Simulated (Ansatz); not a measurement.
**How basis sets differ on AlF3 (SMILES F[Al](F)F)**

AlF3, singlet, SMILES `F[Al](F)F`. Each level relaxes the structure for itself.

Each level gives the highest harmonic wavenumber at each level's own minimum (cm⁻¹). The values are calculated.

```tsv
level	kind	program	value (cm⁻¹)
HF/STO-3G	Hartree–Fock	Ansatz	1135
HF/3-21G	Hartree–Fock	Ansatz	1074
HF/6-31G* (Cartesian functions)	Hartree–Fock	Ansatz	1034
HF/cc-pVTZ	Hartree–Fock	Ansatz	1008
```

Harmonic and unscaled. The values span 1008 to 1135 cm⁻¹.
